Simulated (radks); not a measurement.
Ionisation of neutral lead, [Hg] 6p2, to [Hg] 6p1 as the strength of local exchange is varied. Calculated with a radial shooting solver on a logarithmic mesh with Libxc functionals: scalar-relativistic Kohn-Sham, Slater X-alpha exchange (alpha = 2/3 is LDA exchange), no correlation, spin-polarised, spherical densities, point nucleus; open shells are filled with parallel spins first (spin-orbit coupling, left out, can overturn this in heavy ions).

alpha	E(Pb) (hartree)	exchange (hartree)	IE (eV)	-e of the level emptied (eV)	<r> of it (bohr)
0.63	-20841.8471	-346.0522	6.100	3.149 (6p)	3.476
0.667	-20862.3057	-366.7511	6.382	3.396 (6p)	3.421
0.769	-20918.8137	-424.0277	7.190	4.115 (6p)	3.282
0.823	-20948.7941	-454.4780	7.635	4.518 (6p)	3.216
0.86	-20969.3620	-475.3930	7.947	4.803 (6p)	3.173
0.908	-20996.0758	-502.5875	8.360	5.182 (6p)	3.120
0.96	-21025.0555	-532.1268	8.818	5.606 (6p)	3.065
0.967	-21028.9598	-536.1094	8.880	5.664 (6p)	3.058

NIST Atomic Spectra Database: 7.417 eV (measured). The Delta-SCF value meets it near alpha = 0.80. Open shells are spherical and high-spin; term and fine-structure splittings are not resolved. Spin-orbit splitting is averaged out at the scalar-relativistic level.
